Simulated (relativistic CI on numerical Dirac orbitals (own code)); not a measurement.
## Co²⁺ in a cubic cluster: 3p photoemission with charge transfer

Computed with a charge-transfer multiplet model of a cubic metal-ligand cluster with up to 2 ligand holes, Slater and spin-orbit integrals from Dirac-Coulomb-Breit ions, Slater integrals scaled by 0.8. The ground state mixes d7 with configurations of k ligand holes L, whose averages lie at kΔ + k(k − 1)U_dd/2; a core hole lowers each added d electron by U_cd. 20 K, Lorentzian 0.9 eV and Gaussian 0.8 eV FWHM.

Atomic integrals in eV (Slater integrals scaled, ζ unscaled), ground: F2dd 9.233, F4dd 5.731, zeta_d 0.063; with the core hole: F2dd 10.133, F4dd 6.331, zeta_d 0.070, zeta_core 1.221, F2cd 10.914, G1cd 13.498, G3cd 8.222.

Cluster parameters (eV): Δ = 5.6, U_cd = 7.4, 10Dq = 1.4, 10Dq(ligand) = 0.8, V(eg) = 1.6, V(t2g) = -0.73, final-state hopping factor = 0.9.

| Case | n_d | d7 | d8L | d9L2 | S |
| --- | --- | --- | --- | --- | --- |
| U_dd = 4.5 eV | 7.09 | 0.91 | 0.08 | 0.00 | 1.50 |
| U_dd = 5.9 eV | 7.09 | 0.92 | 0.08 | 0.00 | 1.50 |
| U_dd = 6.6 eV | 7.09 | 0.92 | 0.08 | 0.00 | 1.50 |
| U_dd = 8 eV | 7.09 | 0.92 | 0.08 | 0.00 | 1.50 |
| U_dd = 8.7 eV | 7.08 | 0.92 | 0.08 | 0.00 | 1.50 |

Weights, n_d and S are thermal averages at 20 K. Binding energies count from the first peak over 30 % of the highest in each spectrum, which can be another peak from case to case. The parameters are a model scan and need not match a compound or its usual spin state. Peaks in eV (height, largest 100):
- U_dd = 4.5 eV: 0.0 (100), 3.6 (80), 9.0 (33), 11.5 (23), 16.8 (30), 20.0 (30), 22.1 (19)
- U_dd = 5.9 eV: 0.0 (100), 3.6 (79), 9.2 (34), 11.8 (22), 17.1 (31), 18.8 (20), 20.9 (31)
- U_dd = 6.6 eV: 0.0 (100), 3.7 (79), 9.2 (34), 11.9 (22), 17.2 (31), 21.1 (32)
- U_dd = 8 eV: 0.0 (100), 3.7 (79), 9.2 (34), 11.9 (21), 17.7 (30), 21.4 (33)
- U_dd = 8.7 eV: 0.0 (100), 3.7 (79), 9.2 (34), 11.9 (21), 18.0 (28), 21.5 (32)

Curve for U_dd = 5.9 eV (points under 2 left out, the grid thinned):

E (eV), Intensity and a bar:
```
     -3.9        3.2 
     -3.2        4.5 #
     -2.5        6.8 ##
     -1.9       11.2 ###
     -1.2       26.9 ########
     -0.5       77.1 ########################
      0.2       96.4 ##############################
      0.9       74.3 #######################
      1.6       65.7 ####################
      2.2       61.8 ###################
      2.9       68.0 #####################
      3.6       79.5 #########################
      4.3       74.2 #######################
      5.0       60.8 ###################
      5.6       49.1 ###############
      6.3       44.9 ##############
      7.0       38.0 ###########
      7.7       30.5 #########
      8.4       29.1 #########
      9.1       33.9 ##########
      9.7       29.7 #########
     10.4       21.1 ######
     11.1       20.5 ######
     11.8       22.3 ######
     12.5       20.7 ######
     13.1       16.9 #####
     13.8       13.0 ###
     14.5       11.9 ###
     15.2       14.4 ####
     15.9       20.2 ######
     16.6       28.1 ########
     17.2       31.1 #########
     17.9       23.5 #######
     18.6       20.1 ######
     19.3       19.7 ######
     20.0       22.8 #######
     20.6       29.5 #########
     21.3       28.6 ########
     22.0       17.2 #####
     22.7       11.5 ###
     23.4        7.1 ##
     24.1        3.6 #
     24.7        3.1 
     25.4        3.5 
     26.1        2.1
```

For the case U_dd = 6.6 eV, Δ = 5.6 eV is smaller than U_dd = 6.6 eV, the charge-transfer side of the Zaanen-Sawatzky-Allen scheme. With the core hole the average of the configuration with one ligand hole lies at Δ − U_cd = -1.8 eV before mixing: the effective hopping of about 2.1 eV (from the holes of the mixed ground state) is comparable with this gap or larger, so the configurations mix strongly.
